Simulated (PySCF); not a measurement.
Species: C6H11O2P.
Atom-mapped SMILES: `[CH3:1][P@@:2](=[O:3])([OH:4])[C:5]1=[CH:6][CH2:7][CH2:8][CH2:9]1` (hydrogens: H10, H11, H12 on C1; H13 on O4; H14 on C6; H15, H16 on C7; H17, H18 on C8; H19, H20 on C9)

Computed with PySCF at PBE0/pcSseg-1, non-relativistic, on one gas-phase PBE0-D3(BJ)/def2-SVP geometry that isn't relaxed in the solvent. The solvent is an IEF-PCM continuum (Bondi radii, 1.10 Å for H, scaled by 1.2). Specific hydrogen bonds and non-electrostatic terms are outside this model.

Gas phase at PBE0/pcSseg-1: HOMO -7.36 eV, LUMO -0.43 eV, dipole 3.32 D.

Question: What does the continuum do to the energy, the frontier levels and the dipole at PBE0/pcSseg-1 in methanol and acetonitrile?

Answer: 
```
     solvent      ε  E(solvent) − E(gas) (kcal/mol)  polarisation term (kcal/mol)  distortion of the solute (kcal/mol)  HOMO (eV)  LUMO (eV)  dipole (D)
    methanol  32.61                          -10.61                        -12.01                                 1.40      -7.24      -0.30        4.32
acetonitrile  35.69                          -10.66                        -12.07                                 1.41      -7.24      -0.30        4.33
```

The polarisation term is half the interaction of the solute with the surface charges that it induces; the rest is the cost of distorting the solute's density. The sum is the electrostatic part of solvation alone. From methanol to acetonitrile the lowering changes by a factor 1.00, Onsager's factor (ε − 1)/(2ε + 1) by 1.00 and ε itself by 1.1.

Question: Which radius a makes the point-dipole formula ΔE = −[(ε − 1)/(2ε + 1)]·μ²/a³ give the value in acetonitrile, with the gas-phase dipole?

Answer: μ = 1.305 au and |ΔE| = 0.01699 Eh give a = 1.92 Å; the farthest nucleus lies 3.75 Å from the centroid of the nuclei, so such a sphere wouldn't even hold the nuclei. The formula assumes a rigid point dipole at the centre of a sphere.

Question: Which IAO charges (PBE0/pcSseg-1) respond most in acetonitrile (means over atoms taken as equivalent)?

Answer: 
```json
{"atoms": "O3", "environment": "phosphoryl oxygen", "gas (e)": "-0.914", "solvent (e)": "-0.968", "change": "-0.054"}
{"atoms": "H13", "environment": "hydroxyl hydrogen", "gas (e)": "+0.373", "solvent (e)": "+0.391", "change": "+0.018"}
{"atoms": "O4", "environment": "hydroxyl oxygen", "gas (e)": "-0.767", "solvent (e)": "-0.776", "change": "-0.009"}
{"atoms": "P2", "environment": "phosphoryl phosphorus", "gas (e)": "+1.696", "solvent (e)": "+1.705", "change": "+0.009"}
{"atoms": "H10/H11/H12", "environment": "methyl hydrogen", "gas (e)": "+0.170", "solvent (e)": "+0.178", "change": "+0.008"}
{"atoms": "C5", "environment": "fully substituted alkene carbon", "gas (e)": "-0.308", "solvent (e)": "-0.315", "change": "-0.007"}
{"atoms": "H20", "environment": "methylene hydrogen", "gas (e)": "+0.152", "solvent (e)": "+0.145", "change": "-0.007"}
{"atoms": "H15", "environment": "methylene hydrogen", "gas (e)": "+0.143", "solvent (e)": "+0.149", "change": "+0.006"}
{"atoms": "H14", "environment": "vinylic hydrogen", "gas (e)": "+0.155", "solvent (e)": "+0.162", "change": "+0.007"}
{"atoms": "C6", "environment": "alkene CH carbon", "gas (e)": "-0.126", "solvent (e)": "-0.119", "change": "+0.007"}
{"atoms": "H16", "environment": "methylene hydrogen", "gas (e)": "+0.142", "solvent (e)": "+0.148", "change": "+0.006"}
{"atoms": "H19", "environment": "methylene hydrogen", "gas (e)": "+0.138", "solvent (e)": "+0.144", "change": "+0.006"}
```

Question: How do the nuclear quadrupole coupling constants eQVzz/h respond in acetonitrile?

Answer: 
```json
{"nucleus": "17O at O3", "Q (barn)": "-0.0256", "gas (MHz)": "-5.12", "solvent (MHz)": "-5.12", "η gas": "0.41", "η solvent": "0.37"}
{"nucleus": "17O at O4", "Q (barn)": "-0.0256", "gas (MHz)": "-9.07", "solvent (MHz)": "-8.64", "η gas": "0.88", "η solvent": "0.94"}
```
